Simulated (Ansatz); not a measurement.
Process, species as SMILES: BN (BH2-NH2) → B atom + 4 H atom + N atom
B3LYP-D3(BJ)/def2-TZVP geometries, fixed; electronic energies without zero-point terms.

How fast the atomisation energy converges with the basis for several methods (Ansatz, a first-principles code): deviation from each method's own reference, in kcal/mol. References: B2PLYP 504.77 kcal/mol, the value in aug-pcseg-3; CCSD(T) 499.98 kcal/mol, Hartree-Fock in aug-cc-pVQZ plus the correlation part extrapolated as X^-3 from aug-cc-pVTZ and aug-cc-pVQZ; HF 375.36 kcal/mol, the value in aug-pcseg-3; MP2 504.15 kcal/mol, Hartree-Fock in aug-cc-pVQZ plus the correlation part extrapolated as X^-3 from aug-cc-pVTZ and aug-cc-pVQZ; PBE 508.96 kcal/mol, the value in aug-pcseg-3; PBE0 501.88 kcal/mol, the value in aug-pcseg-3. Cartesian d functions, on some or all atoms, in 6-31G*, 6-31+G*; all else is spherical. In correlated methods cores are frozen. Open shells are unrestricted. No added dispersion term, no relativity. 

```csv
basis,functions,B2PLYP,CCSD(T),HF,MP2,PBE,PBE0
STO-3G,14,63.20,8.80,82.48,-1.09,101.22,95.57
pcseg-0,26,-35.38,-73.67,-21.86,-78.17,-14.44,-16.09
3-21G,26,-31.71,-72.31,-21.93,-78.16,-6.67,-10.65
6-31G,26,-32.69,-73.03,-20.87,-76.79,-10.54,-13.19
def2-SV(P),36,-23.38,-54.84,-9.34,-55.29,-9.33,-9.12
6-31G*,38,-18.60,-50.92,-6.11,-50.78,-3.91,-4.66
6-31+G*,46,-18.66,-50.28,-6.43,-49.92,-5.23,-5.48
def2-SVP,48,-8.33,-24.82,1.36,-27.29,-0.29,0.22
pcseg-1,48,-14.50,-31.42,-3.32,-33.01,-6.99,-5.91
def2-SVPD,72,-2.93,-19.62,3.87,-20.49,4.77,4.20
def2-TZVPD,110,-6.03,-17.55,-2.86,-19.04,-1.14,-1.62
aug-cc-pVTZ,184,-3.17,-10.17,-1.86,-11.00,-0.97,-1.15
```

Mean absolute deviation over def2-TZVPD, aug-cc-pVTZ: PBE 1.06, PBE0 1.38, HF 2.36, B2PLYP 4.60, CCSD(T) 13.86, MP2 15.02 kcal/mol.
